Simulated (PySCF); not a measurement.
CH5FO2Si2, SMILES O=C(O)[Si@@H](F)[SiH3].

Geometry: PBE-D3(BJ)/def2-SVP. The structure was generated by enumeration; whether it is a known compound was not checked. The values are those of a single conformer.

Computed with PySCF with PBE-D3(BJ)/def2-SVP.

Frequencies are harmonic and unscaled.

```json
[
 {"mode": "1", "ν (cm⁻¹)": "35", "IR (km/mol)": "2.1", "moving atoms (share of kinetic energy)": "O 76 %, Si 10 %, H 8 %"},
 {"mode": "2", "ν (cm⁻¹)": "77", "IR (km/mol)": "0.6", "moving atoms (share of kinetic energy)": "H 44 %, Si 24 %, O 21 %, F 10 %"},
 {"mode": "3", "ν (cm⁻¹)": "94", "IR (km/mol)": "0.7", "moving atoms (share of kinetic energy)": "H 61 %, O 18 %, Si 16 %"},
 {"mode": "4", "ν (cm⁻¹)": "138", "IR (km/mol)": "7.5", "moving atoms (share of kinetic energy)": "F 42 %, O 34 %, Si 11 %, H 9 %"},
 {"mode": "5", "ν (cm⁻¹)": "163", "IR (km/mol)": "6.5", "moving atoms (share of kinetic energy)": "F 39 %, Si 39 %, H 16 %"},
 {"mode": "6", "ν (cm⁻¹)": "283", "IR (km/mol)": "5.5", "moving atoms (share of kinetic energy)": "O 44 %, F 21 %, C 15 %, Si 15 %"},
 {"mode": "7", "ν (cm⁻¹)": "368", "IR (km/mol)": "23.1", "moving atoms (share of kinetic energy)": "Si 52 %, O 26 %, H 14 %"},
 {"mode": "8", "ν (cm⁻¹)": "412", "IR (km/mol)": "11.3", "moving atoms (share of kinetic energy)": "H 65 %, C 27 %"},
 {"mode": "9", "ν (cm⁻¹)": "448", "IR (km/mol)": "45.6", "moving atoms (share of kinetic energy)": "Si 49 %, H 33 %, O 14 %"},
 {"mode": "10", "ν (cm⁻¹)": "498", "IR (km/mol)": "20.1", "moving atoms (share of kinetic energy)": "H 60 %, Si 31 %"},
 {"mode": "11", "ν (cm⁻¹)": "549", "IR (km/mol)": "20.4", "moving atoms (share of kinetic energy)": "H 57 %, Si 23 %, C 17 %"},
 {"mode": "12", "ν (cm⁻¹)": "674", "IR (km/mol)": "114.2", "moving atoms (share of kinetic energy)": "H 45 %, O 35 %, C 16 %"},
 {"mode": "13", "ν (cm⁻¹)": "705", "IR (km/mol)": "126.5", "moving atoms (share of kinetic energy)": "H 60 %, O 20 %, C 12 %, Si 8 %"},
 {"mode": "14", "ν (cm⁻¹)": "743", "IR (km/mol)": "102.8", "moving atoms (share of kinetic energy)": "H 61 %, C 22 %, Si 9 %, O 8 %"},
 {"mode": "15", "ν (cm⁻¹)": "782", "IR (km/mol)": "13.6", "moving atoms (share of kinetic energy)": "H 80 %, F 15 %"},
 {"mode": "16", "ν (cm⁻¹)": "828", "IR (km/mol)": "123.0", "moving atoms (share of kinetic energy)": "H 80 %, Si 13 %"},
 {"mode": "17", "ν (cm⁻¹)": "870", "IR (km/mol)": "50.3", "moving atoms (share of kinetic energy)": "Si 37 %, F 36 %, H 27 %"},
 {"mode": "18", "ν (cm⁻¹)": "895", "IR (km/mol)": "36.1", "moving atoms (share of kinetic energy)": "H 97 %"},
 {"mode": "19", "ν (cm⁻¹)": "903", "IR (km/mol)": "70.8", "moving atoms (share of kinetic energy)": "H 87 %, Si 8 %"},
 {"mode": "20", "ν (cm⁻¹)": "1123", "IR (km/mol)": "205.7", "moving atoms (share of kinetic energy)": "O 48 %, H 35 %, C 16 %"},
 {"mode": "21", "ν (cm⁻¹)": "1299", "IR (km/mol)": "37.6", "moving atoms (share of kinetic energy)": "C 52 %, H 34 %, O 13 %"},
 {"mode": "22", "ν (cm⁻¹)": "1740", "IR (km/mol)": "179.0", "moving atoms (share of kinetic energy)": "C 60 %, O 38 %"},
 {"mode": "23", "ν (cm⁻¹)": "2160", "IR (km/mol)": "51.7", "moving atoms (share of kinetic energy)": "H 99 %"},
 {"mode": "24", "ν (cm⁻¹)": "2170", "IR (km/mol)": "22.0", "moving atoms (share of kinetic energy)": "H 97 %"},
 {"mode": "25", "ν (cm⁻¹)": "2178", "IR (km/mol)": "95.9", "moving atoms (share of kinetic energy)": "H 96 %"},
 {"mode": "26", "ν (cm⁻¹)": "2183", "IR (km/mol)": "82.0", "moving atoms (share of kinetic energy)": "H 96 %"},
 {"mode": "27", "ν (cm⁻¹)": "3533", "IR (km/mol)": "26.2", "moving atoms (share of kinetic energy)": "H 94 %"}
]
```
